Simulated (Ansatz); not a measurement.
Geometry optimisation, Ansatz, RKS B3LYP-D4/def2-SVP.

The input (input.yaml):

```yaml
crystal:
  periodic: [false, false, false]
  atoms:
    - { symbol: Hf, position_ang: [0.0, 0.0, 0.0] }
    - { symbol: Cl, position_ang: [0.0, 0.0, 2.87] }
    - { symbol: O, position_ang: [1.952, 0.0, -0.6893] }
    - { symbol: H, position_ang: [2.2684, -0.9521, -0.806] }
    - { symbol: O, position_ang: [-0.975, 1.6891, -0.6893] }
    - { symbol: H, position_ang: [-1.9328, 1.4584, -0.9117] }
    - { symbol: O, position_ang: [-0.975, -1.6891, -0.6893] }
    - { symbol: H, position_ang: [-1.4296, -2.1548, 0.0831] }
    - { symbol: O, position_ang: [1.2429, 1.8744, 0.7473] }
    - { symbol: H, position_ang: [2.0199, 1.5607, 1.3113] }
    - { symbol: H, position_ang: [0.8691, 1.3107, 2.002] }
basis:
  gaussian: { orbitals: def2-SVP }
hamiltonian:
  xc: b3lyp
  dispersion: d4
relax:
  f_tol: 0.15
  max_steps: 25
  restrain:
    - { distance: [0, 8], at: 3.27, k: 30.0 }
    - { distance: [10, 1], at: 2.57, k: 30.0 }
    - { distance: [0, 1], at: 2.52, k: 30.0 }
    - { distance: [10, 8], at: 1.01, k: 30.0 }
output:
  orbitals: {}
```

Launched with:

```bash
$ ansatz run input.yaml --threads 4 --pin off --max-ram 5120MiB --backend cpu --events-out ev --progress --plain --runs-dir out
```

Question: Where does it end, and by what steps?

Answer: The forces met the threshold. The restraints hold the end off the free minimum; the threshold counts their pulls, which the force column leaves out. Restrained pairs: Hf1–O9 (2.37 → 3.26 Å), Cl2–H11 (1.80 → 2.57 Å), Hf1–Cl2 (2.87 → 2.49 Å), O9–H11 (1.43 → 0.99 Å). After 12 steps the energy has fallen by 3.597 eV (the restraints' own energy left out); H8 moved furthest, 0.77 Å.

| step | energy less start (eV) | largest force component (eV/Å) | accepted |
| --- | --- | --- | --- |
| 0 | 0.0000 | 5.353 | yes |
| 1 | -0.6223 | 4.973 | yes |
| 2 | -1.4629 | 5.671 | yes |
| 3 | -2.4138 | 3.790 | yes |
| 4 | -3.0575 | 2.278 | yes |
| 5 | -3.2962 | 1.363 | yes |
| 6 | -3.4576 | 0.992 | yes |
| 7 | -3.5320 | 0.930 | yes |
| 8 | -3.5533 | 0.831 | yes |
| 9 | -3.5929 | 0.975 | yes |
| 10 | -3.4456 | 2.534 | no |
| 11 | -3.5881 | 0.763 | no |
| 12 | -3.5968 | 0.864 | yes |

```xyz
11
Properties=species:S:1:pos:R:3
Hf -0.191 -0.251 0.183
Cl -0.186 -0.133 2.675
O 1.612 -0.405 -0.514
H 2.290 -0.724 -1.113
O -1.229 1.128 -0.663
H -1.605 1.865 -1.152
O -1.070 -1.906 -0.219
H -1.637 -2.633 -0.487
O 1.484 2.319 1.279
H 2.334 1.898 1.084
H 1.239 1.941 2.156
```

Time of the run: 32 s on 4 threads of Arm Neoverse V2, on a shared host, peak memory 0.34 GiB.
